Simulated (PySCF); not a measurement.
Optical rotation: `CC[Si@H]1C[C@@H](Cl)CO1`, C$_{5}$H$_{11}$ClOSi

Geometry (Å), atoms numbered from 1 in this order:
```xyz
19

C     2.796   -0.626    0.358
C     1.645    0.173    0.955
Si    0.315    0.604   -0.321
C    -0.952   -0.767   -0.745
C    -2.119   -0.370    0.140
Cl   -1.860   -1.039    1.777
C    -2.118    1.153    0.239
O    -0.804    1.616    0.328
H     2.439   -1.562   -0.065
H     3.280   -0.062   -0.435
H     3.541   -0.857    1.117
H     1.210   -0.388    1.784
H     2.036    1.098    1.380
H     0.834    1.207   -1.551
H    -1.263   -0.703   -1.788
H    -0.648   -1.792   -0.556
H    -3.087   -0.749   -0.193
H    -2.587    1.567   -0.663
H    -2.669    1.506    1.114
```

Computed, not measured: TDDFT wB97X-D/def2-SVPD circular dichroism and optical rotation, one conformer, gas phase in PySCF 2.14.0. Geometry: GFN2-xTB.

The molecule is flexible and this is one conformer; a measurement averages over conformers.

Stereocentres: Si3 S, C5 S.

Q: What is the specific rotation at 633, 589.3, 546, 436, 405, 365, 355 nm?

A: [α] in deg dm⁻¹ (g/mL)⁻¹:
```csv
λ (nm),origin-invariant length gauge,modified velocity gauge,length gauge (centre of mass),isotropic polarisability (au)
633,+48.7,+42.6,+49.2,98.5
589.3,+56.7,+49.6,+57.3,98.8
546,+66.8,+58.4,+67.5,99.2
436,+109.8,+95.6,+110.9,100.8
405,+129.9,+113.0,+131.2,101.5
365,+165.7,+143.6,+167.2,102.8
355,+177.1,+153.3,+178.7,103.2
```

Q: And for the mirror image at 589.3 nm?

A: -56.7 deg dm⁻¹ (g/mL)⁻¹ (origin-invariant length gauge): the same size and the opposite sign.

Q: What is the molar rotation [Φ] = [α]·M/100 of the geometry above at 589.3 nm?

A: With M = 150.68 g/mol, +85.4 deg cm² dmol⁻¹ (origin-invariant length gauge).

The first excitation lies at 7.39 eV (168 nm) with R = -13.5 × 10⁻⁴⁰ esu² cm² (velocity form).
